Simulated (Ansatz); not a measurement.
Consider the ligand exchange at a B–C bond: `B/C=C/CF` + `C[SiH](F)P` → `BP[SiH](C)F` + `C=CCF`.

Computed with Ansatz on PBE0-D4/def2-TZVP structures; ΔE is electronic, products minus reactants. CCSD(T)/CBS adds triple-zeta CCSD(T) − MP2 to the extrapolated MP2 energy (def2 sets, frozen cores). This one scheme is used for every species. DFT in def2-TZVPP. Each species was taken in one conformer, which may not be the lowest.

```
          level  ΔE (eV)
        PBE0-D4    -0.19
  HF/def2-TZVPP    -0.03
CCSD/def2-TZVPP    -0.14
   HF/CBS(def2)    -0.03
```

**Question.** What does CCSD(T)/CBS give? (An estimate is asked.)

**Answer.** Ansatz gave: -0.18 eV. The listed levels differ from it by -0.01, 0.15, 0.04, 0.15 eV.

Largest T1 diagnostic among the species: 0.015.

In def2-TZVPP, CCSD(T) changes the Hartree–Fock value by −0.14 eV (the triples alone add −0.02 eV) and MP2 by −0.13 eV.
